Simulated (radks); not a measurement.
Species: the erbium ion Er43+. Configuration: [Ne] 3p6 3d7 4s2 (not the ground configuration).

All-electron calculation, Dirac Kohn-Sham, PBE, spin-unpolarised, spherical densities, finite nucleus; open shells fill j = l - 1/2 first; Fermi nuclear charge, rms radius 5.2516 fm. Program: a radial shooting solver on a logarithmic mesh with Libxc functionals.

Energy parts (Ry):
total: -23131.4237
kinetic: 25736.4445
electron-nucleus: -52508.0750
Hartree: 4021.7622
exchange-correlation: -381.5555

Orbitals (lengths in bohr, moments of r in powers of bohr; <r^-3> diverges for s and p1/2; r(90%) holds 90 % of the orbital's charge):
| orbital | occ. | eigenvalue (Ry) | r(90%) | <r^-3> |
|---|---|---|---|---|
| 1s1/2 | 2 | -4389.074 | 0.0369 | - |
| 2s1/2 | 2 | -879.2069 | 0.133 | - |
| 2p1/2 | 2 | -847.0769 | 0.117 | - |
| 2p3/2 | 4 | -778.9794 | 0.127 | 12320 |
| 3p1/2 | 2 | -299.9746 | 0.306 | - |
| 3p3/2 | 4 | -284.1044 | 0.322 | 2998 |
| 3d3/2 | 4 | -262.8355 | 0.290 | 518.9 |
| 3d5/2 | 3 | -259.2217 | 0.294 | 454.5 |
| 4s1/2 | 2 | -156.2454 | 0.594 | - |

The highest occupied level is 4s1/2 at -2125.8 eV. The density falls to 0.001 e/bohr^3 at r = 0.97 bohr.
